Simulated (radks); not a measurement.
Values are calculated unless marked as measured or tabulated.
Ni, configuration [Ar] 3d8 4s1 4p1 (not the ground configuration).

Level of theory: scalar-relativistic Kohn-Sham, PBEsol, spin-polarised, spherical densities, finite nucleus; open shells are filled with parallel spins first; Fermi nuclear charge, rms radius 3.7757 fm (a radial shooting solver on a logarithmic mesh with Libxc functionals).

Energy parts (eV):
| part | energy |
|---|---|
| total | -41337.783 |
| kinetic | 41907.288 |
| electron-nucleus | -99216.166 |
| Hartree | 17656.380 |
| exchange-correlation | -1685.285 |

Orbitals (lengths in bohr, moments of r in powers of bohr; r(max) is where P^2 peaks; r(90%) holds 90 % of the orbital's charge):
orbital  occ.  eigenvalue (eV)  r(90%)      <r>       <r^4>   r(max)
1s up       1        -8205.747  0.0967  0.05412  0.00003992  0.03542
1s down     1        -8205.686  0.0967  0.05412  0.00003992  0.03542
2s up       1        -982.7626   0.380   0.2452    0.008766   0.2047
2s down     1        -981.6307   0.379   0.2450    0.008739   0.2047
2p up       3        -845.9545   0.353   0.2155    0.006586   0.1649
2p down     3        -845.0816   0.352   0.2153    0.006559   0.1648
3s up       1        -113.3590    1.11   0.7404      0.6547   0.6395
3s down     1        -111.1038    1.11   0.7413      0.6575   0.6400
3p up       3         -73.8341    1.20   0.7786      0.9101   0.6467
3p down     3         -71.5968    1.20   0.7798      0.9145   0.6475
3d up       5         -11.4422    1.76   0.9990       5.318   0.6281
3d down     3          -9.1781    1.77    1.003       5.502   0.6308
4s up       1          -7.4828    4.07    2.679       118.2    2.187
4s down     0          -5.3614    4.21    2.744       135.8    2.200
4p up       1          -2.5169    5.93    3.761       545.3    2.913

The highest occupied level is 4p up at -2.517 eV. The configuration is held as typed, so some empty levels lie below it. Summed over all electrons, <r^2> = 42.04 bohr^2, which gives a Langevin (diamagnetic) susceptibility term of -33.3 x 10^-6 cm^3/mol.
